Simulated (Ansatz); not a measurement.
Saddle point of BSiH7O2, singlet (BH₃O₂ ([OH][BH][OH]) + SiH₄ → BSiH₅O₂ ([OH][B]([OH])[SiH3]) + H₂; bonds formed: B1–Si6, H2–H5; bonds broken: B1–H2, H5–Si6), PBE0-D4/def2-TZVP structure:

B1  (-0.194, 0.702, -0.076)
H2  (0.981, 1.437, -0.025)
O3  (-0.786, 0.844, -1.333)
O4  (-0.935, 0.993, 1.085)
H5  (1.059, 0.406, -0.042)
Si6  (0.387, -1.432, -0.046)
H7  (-1.328, 1.635, -1.370)
H8  (-0.415, 1.183, 1.866)
H9  (1.198, -1.949, -1.181)
H10  (-0.995, -1.968, -0.112)
H11  (1.029, -1.852, 1.233)
(Å)

Energies are electronic, without zero-point energy. Barriers and step energies count from the start structure reached by relaxing down the imaginary mode; all methods use the PBE0-D4 structures, on which another method's saddle can fall below an end. Program: Ansatz 0.2.0. Basis: def2-TZVPP, with def2-QZVPP for the basis limit. Cores are frozen in the correlated methods. B3LYP uses VWN-RPA correlation. Extrapolation: Hartree–Fock as exp(−7.88 √X), correlation as X^−2.97.

```tsv
method	barrier (kcal/mol)	step energy (kcal/mol)
SPW92	41.45	8.18
PBE-D4	49.22	7.97
BLYP-D4	57.04	9.98
r2SCAN-D4	?	10.26
B97M-V	55.73	11.24
PBE0-D4	53.64	9.80
B3LYP-D4	59.99	11.45
r2SCAN0-D4	56.97	11.39
BHLYP-D4	?	13.65
CAM-B3LYP-D4	62.35	12.63
wB97X-V	61.13	11.53
wB97M-V	60.73	12.19
B2PLYP	62.82	12.50
PBE-QIDH	58.94	11.55
RPA on PBE	?	12.21
HF	82.08	18.09
MP2	61.88	12.02
CCSD	65.23	13.01
CCSD(T)	62.45	11.86
```

Q: Fill in the withheld barriers. (To be estimated.)

A: By the calculation: RPA on PBE 63.10; r2SCAN-D4 53.93; BHLYP-D4 65.86 kcal/mol. Each is the energy of the saddle less that of the start structure, by the same method.

For comparison, the barrier by CCSD(T) at an estimated basis limit (MP2 extrapolated from triple and quadruple zeta, plus CCSD(T) − MP2 in triple zeta) is 61.57 kcal/mol.

T1 diagnostic: at most 0.014.

Labels in which every atom is bracketed show which atoms are joined, not bond orders.

For scale, one of the runs: CCSD(T)/def2-TZVPP, 233 basis functions, launched by `ansatz run in.yaml --threads 4 --pin off --events-out ev --progress --plain --max-ram 9574MiB`. The run took 94 s on 4 CPU threads of an Arm Neoverse V1 (shared host), with 4.2 GiB of host memory at its peak.
